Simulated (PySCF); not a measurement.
**EPR parameters of C3H10N3Si2**

Compound: C3H10N3Si2 (doublet state).
Structure used (GFN2-xTB), in Å, numbered top down from 1:
```xyz
18
C3H10N3Si2 angstrom
N      3.6304    0.6939    0.9343
C      3.1811   -0.6906    0.8061
C      1.7426   -0.8170    0.6030
C      0.5495   -0.7975    0.4290
Si    -1.2923   -0.7665    0.1821
N     -2.1850   -0.4782    1.6428
Si    -1.6885    1.1005   -1.0724
N     -3.2639    0.9740   -1.7900
H      3.1598    1.1362    1.7180
H      3.3819    1.2151    0.0990
H      3.4738   -1.2245    1.7174
H      3.7116   -1.1405   -0.0407
H     -1.6439   -2.1665   -0.1194
H     -2.1569    0.4355    2.0657
H     -2.1581   -1.1807    2.3637
H     -0.8610    1.3474   -2.2702
H     -4.0573    0.7839   -1.2001
H     -3.5325    1.5818   -2.5456
```

The hyperfine couplings belong to this conformer and change with its torsions.

Identity: `NCC#C[Si@@H](N)[SiH]N` [radical].

Computed with UKS B3LYP, pcH-1 on C H N Si, non-relativistic, mean-field spin-orbit, GIAO in PySCF. Isolated species at its GFN2-xTB geometry (one conformer only). A GFN2-xTB geometry isn't a minimum of the functional, and hyperfine couplings can be far from their values at a DFT geometry, by a factor of two or more for some ions and for spin on atoms past the first row. Stability of the SCF solution: not tested.

```json
{
  "g1, g2, g3": "2.00209, 2.00276, 2.00398",
  "g_iso": "2.00294",
  "Form of g": "rhombic: the two nearest values differ by 36 % of g3 − g1",
  "⟨S²⟩": "0.7530 (exact 0.7500)",
  "α and β electrons": "39, 38",
  "Basis functions": "320"
}
```

Hyperfine couplings atom by atom, in 10⁻⁴ cm⁻¹; T1 to T3 are the principal values of the dipolar part (1 × 10⁻⁴ cm⁻¹ = 2.998 MHz):

| atom | isotope | a_iso | of which spin–orbit | T1 | T2 | T3 | Mulliken spin population |
| --- | --- | --- | --- | --- | --- | --- | --- |
| N1 | 14N | 0.0 | 0.0 | 0.0 | 0.0 | 0.0 | 0.00 |
| C2 | 13C | -0.1 | 0.0 | 0.0 | 0.0 | 0.1 | 0.00 |
| C3 | 13C | 0.7 | 0.0 | -0.5 | -0.2 | 0.8 | 0.01 |
| C4 | 13C | -0.1 | 0.0 | -0.4 | 0.1 | 0.3 | -0.01 |
| Si5 | 29Si | -37.9 | 0.1 | -7.9 | 3.5 | 4.5 | 0.08 |
| N6 | 14N | -0.4 | 0.0 | -0.1 | 0.0 | 0.1 | 0.00 |
| Si7 | 29Si | -122.4 | 0.3 | -43.3 | 21.1 | 22.2 | 0.71 |
| N8 | 14N | 2.5 | 0.0 | -3.6 | -3.5 | 7.0 | 0.17 |
| H9 | 1H | 0.0 | 0.0 | -0.2 | -0.1 | 0.3 | 0.00 |
| H10 | 1H | 0.0 | 0.0 | -0.2 | -0.2 | 0.3 | 0.00 |
| H11 | 1H | 0.5 | 0.0 | -0.1 | -0.1 | 0.2 | 0.00 |
| H12 | 1H | 0.5 | 0.0 | -0.1 | -0.1 | 0.2 | 0.00 |
| H13 | 1H | 15.3 | 0.0 | -0.8 | -0.2 | 1.0 | 0.02 |
| H14 | 1H | -0.3 | 0.0 | -0.9 | -0.4 | 1.3 | 0.00 |
| H15 | 1H | -0.8 | 0.0 | -0.4 | -0.2 | 0.7 | 0.00 |
| H16 | 1H | 17.4 | 0.0 | -2.3 | 0.2 | 2.1 | 0.02 |
| H17 | 1H | -3.3 | 0.0 | -4.0 | -1.3 | 5.3 | -0.01 |
| H18 | 1H | -4.4 | 0.0 | -4.2 | -1.1 | 5.3 | -0.01 |

The Mulliken spin populations are largest on Si7 (+0.71), N8 (+0.17) and Si5 (+0.08). The angles at Si7 add up to 328.7°, so it is pyramidal.

Under fast tumbling the dipolar parts average out, and these isotropic splittings remain (the largest six): 1 × 1H (H16, I = 1/2, 2 lines) with 1.86 mT, 1 × 1H (H13, I = 1/2, 2 lines) with 1.63 mT, 2 × 1H (H17/H18, I = 1/2, 3 lines) with 0.41 mT, 1 × 14N (N8, I = 1, 3 lines) with 0.27 mT, 1 × 1H (H12, I = 1/2, 2 lines) with 0.06 mT and 2 × 1H (H14/H15, I = 1/2, 3 lines) with 0.06 mT.

Class means assume fast exchange of nuclei equivalent by connectivity; if that motion is slow, each nucleus keeps its own coupling.

The 29Si coupling of Si7 (-367.0 MHz) shows only in satellite lines or after enrichment, since that isotope makes up about 4.7 % of natural silicon.
